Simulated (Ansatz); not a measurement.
MoAu₄⁻, relaxed as a doublet with UKS r2SCAN-D4/def2-SVPD in Ansatz, starting from the GFN2-xTB geometry. Force threshold 0.02 eV/Å.

In the def2 sets Au, Mo take a core potential; there is no spin–orbit coupling. The charge -1 doublet is spin-contaminated (final ⟨S²⟩ up to 1.75, 0.75 for a pure state). The relaxation made no stability test and no search for a lower SCF solution. No other spin state of charge -1 was run. The structure comes from a short search, and lower isomers may exist.

Start:

```xyz
5

Mo   -0.001   -0.002    0.001
Au    0.608   -1.993    0.879
Au    0.913    1.670    1.218
Au    0.732    0.139   -2.132
Au   -2.252    0.185    0.034
```

```csv
step,energy (eV),largest force component (eV/Å),SCF passes
1,-16639.0036,4.115,131
2,-16640.8122,0.686,67
3,-16640.9740,0.102,65
4,-16641.0240,0.096,64
5,-16641.0443,0.065,54
6,-16641.0453,0.012,39
```

Force components are those of the run's own axes.

End:

Cartesian coordinates in Å:
```
Mo 0.0128 -0.0180 -0.0120
Au 0.8929 -2.3292 0.5386
Au 0.4830 2.0054 1.4371
Au 1.0135 -0.3083 -2.3215
Au -2.4022 0.6501 0.3578
```

By distances, no bond broke or formed. The bond that changes most is Mo1–Au2, from 2.26 to 2.53 Å (atoms count from 1).

No frequencies were taken in this run, so the end may be a saddle point.

It took 1.9 min on 4 threads of Arm Neoverse V2 on a shared host, peak host memory 0.71 GiB.
